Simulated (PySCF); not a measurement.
The first ionisation energy along group 6

All values are computed (PySCF 2.14, energy differences of UHF-based or UKS calculations, no spin-orbit coupling). Values in eV. The last column holds reference values (NIST; (s) semi-empirical, (t) theoretical, else measured). Unmarked ones compare directly (S terms, centres of terms, or small fine structure); those marked * lie between the lowest fine-structure levels and include a spin-orbit shift.

```
                               element                         configurations    LDA  r2SCAN  MP2 (valence)  SCS-MP2 (valence)  CCSD(T) (valence)  M06-2X  reference
    Cr (aug-cc-pVDZ, non-relativistic)                [Ar] 3d5 4s1 → [Ar] 3d5  7.429   7.178          6.354              6.059              6.420   6.487      6.767
Mo (aug-cc-pVDZ-PP with ECP28MDF, ECP)                [Kr] 4d5 5s1 → [Kr] 4d5  7.771   7.563          6.788              6.433              6.865   6.974      7.092
 W (aug-cc-pVDZ-PP with ECP60MDF, ECP)  [Xe] 4f14 5d4 6s2 → [Xe] 4f14 5d4 6s1  7.946   7.104          7.144              7.380              7.457   8.204      7.825
```

| method | elements | mean error (eV) | mean absolute error (eV) | largest error (eV) |
| --- | --- | --- | --- | --- |
| LDA | 3 | 0.487 | 0.487 | 0.678 |
| r2SCAN | 3 | 0.054 | 0.534 | -0.721 |
| MP2 (valence) | 3 | -0.466 | 0.466 | -0.681 |
| SCS-MP2 (valence) | 3 | -0.604 | 0.604 | -0.707 |
| CCSD(T) (valence) | 3 | -0.314 | 0.314 | -0.368 |
| M06-2X | 3 | -0.006 | 0.259 | 0.379 |

Errors include the incompleteness of the basis and the frozen core.

"Valence" correlates the outer s and p shells and, in groups 3 to 12 and the f block, the outer d or f shell, open or full, or the next shell where the ion has no valence electron left; the wider scheme adds the next inner shell.
